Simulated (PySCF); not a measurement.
## Spinor energies of V⁷⁺ (vanadium, charge +7)

Start: [Ne] 3s2 3p4; 3p1/2 filled at m_j = -1/2, +1/2; 3p3/2 filled at m_j = +1/2, +3/2. Calculated with PySCF 2.14 in an uncontracted even-tempered set (20 s from 0.34 bohr⁻², ratio 2.4; 14 p from 0.45 bohr⁻², ratio 2.4; 5 d from 3.1 bohr⁻², ratio 2.6; 5 f from 4.7 bohr⁻², ratio 2.6): generalised Hartree-Fock with the X2C-1e Hamiltonian and a Gaussian nucleus; one run each with spin-orbit coupling (SO) switched off, then screened by Boettger's factors.

```json
{"spinor shell": "1s1/2", "electrons": "2", "ε, spin-free (eV)": "-5664.1", "ε, screened SO (eV)": "-5664.0", "weight of nominal j (screened SO)": "1.000", "rms radius, screened SO (bohr)": "0.0767"}
{"spinor shell": "2s1/2", "electrons": "2", "ε, spin-free (eV)": "-799.13", "ε, screened SO (eV)": "-799.06", "weight of nominal j (screened SO)": "1.000", "rms radius, screened SO (bohr)": "0.331"}
{"spinor shell": "2p1/2", "electrons": "2", "ε, spin-free (eV)": "-687.62", "ε, screened SO (eV)": "-693.25", "weight of nominal j (screened SO)": "0.980", "rms radius, screened SO (bohr)": "0.299"}
{"spinor shell": "2p3/2", "electrons": "4", "ε, spin-free (eV)": "-687.62", "ε, screened SO (eV)": "-684.76", "weight of nominal j (screened SO)": "0.990", "rms radius, screened SO (bohr)": "0.302"}
{"spinor shell": "3s1/2", "electrons": "2", "ε, spin-free (eV)": "-207.09", "ε, screened SO (eV)": "-207.06", "weight of nominal j (screened SO)": "1.000", "rms radius, screened SO (bohr)": "0.932"}
{"spinor shell": "3p3/2", "electrons": "2", "ε, spin-free (eV)": "-176.65", "ε, screened SO (eV)": "-178.09", "weight of nominal j (screened SO)": "0.816", "rms radius, screened SO (bohr)": "0.961"}
{"spinor shell": "3p1/2", "electrons": "2", "ε, spin-free (eV)": "-176.65", "ε, screened SO (eV)": "-175.35", "weight of nominal j (screened SO)": "0.712", "rms radius, screened SO (bohr)": "0.963"}
```

| quantity | spin-free | screened SO |
| --- | --- | --- |
| E (hartree) | -932.20303 | -932.22777 |
| M_J | 2 | 2 |
| ⟨J²⟩ | 6.004 | 6.006 |
| ⟨L²⟩ | 2.003 | 2.085 |
| ⟨S²⟩ | 2.001 | 1.961 |

Each row is a mean over spinors that exchange with the open shell spreads, by up to 12.266 eV (3s1/2).

Rows whose weight is well below 1 are mixtures of j = l ± 1/2: exchange outweighs spin-orbit coupling there, and the label is only the starting occupation.

Without spin-orbit coupling the j labels of p, d and f shells carry no meaning; the spin-free column gives the mean over the occupied spinors of each nl shell.
